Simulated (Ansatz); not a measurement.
Start from `N#C[SiH](F)F` and change one atom or group to get `N#C[Si](F)(F)Cl`.

Ansatz, PBE0-D4/def2-TZVP geometries, multiplicity 1. 

```
                                          property  `N#C[SiH](F)F`
             HOMO energy (ωB97M-V/def2-TZVPP) / eV          -12.98
           HOMO–LUMO gap (ωB97M-V/def2-TZVPP) / eV           13.69
size of the dipole moment (ωB97M-V/def2-TZVPP) / D            2.56
              HOMO–LUMO gap (PBE0/def2-TZVPP) / eV            9.25
             LUMO energy (ωB97M-V/def2-TZVPP) / eV            0.71
  size of the dipole moment (B3LYP/def2-TZVPP) / D            2.55
```

**Question.** What does the change do to each property? (Best estimate.)

**Answer.** Computed: 
```
                                          property  `N#C[Si](F)(F)Cl`  shift
             HOMO energy (ωB97M-V/def2-TZVPP) / eV             -12.80   0.18
           HOMO–LUMO gap (ωB97M-V/def2-TZVPP) / eV              13.58  -0.11
size of the dipole moment (ωB97M-V/def2-TZVPP) / D               2.13  -0.43
              HOMO–LUMO gap (PBE0/def2-TZVPP) / eV               9.11  -0.14
             LUMO energy (ωB97M-V/def2-TZVPP) / eV               0.78   0.07
  size of the dipole moment (B3LYP/def2-TZVPP) / D               2.13  -0.42
```

Dipoles are sizes alone; their direction can turn.

B3LYP here is the variant with VWN-RPA as its local correlation; programs differ in this.
